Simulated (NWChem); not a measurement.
# C3H9B cation, doublet; SMILES of the neutral closed-shell parent CB(C)C

```xyz
13

B     -0.0012     0.1346    -0.0140
C     -0.0034     1.6538    -0.0052
H      0.8731     2.0899    -0.5113
H      0.0468     1.9831     1.0522
H     -0.9196     2.0926    -0.4316
C      1.2564    -0.8874     0.0003
H      1.7032    -0.5957    -0.9713
H      1.1604    -1.9738     0.0830
H      1.7802    -0.4598     0.8799
C     -1.2539    -0.8933     0.0004
H     -1.1530    -1.9805     0.0659
H     -1.7116    -0.5873    -0.9619
H     -1.7685    -0.4799     0.8921
```
Atoms are numbered in this order, from 1.

All runs: NWChem. Spin-unrestricted. The geometry was optimised at PBE0/def2-SVP, spin-unrestricted. Not confirmed as a minimum by frequencies. This spin state was assumed; another may lie lower. No stability test was run on the SCF state.

Estimate the computed values for TPSS/aug-cc-pVDZ. Quantities: highest occupied level (eV); lowest empty minus highest occupied level, either spin (eV); <S²>.


```
Item                                                         Result
-----------------------------------------------------------  ------
highest occupied level (eV)                                  -12.74
lowest empty minus highest occupied level, either spin (eV)    1.33
<S²>                                                          0.753
```
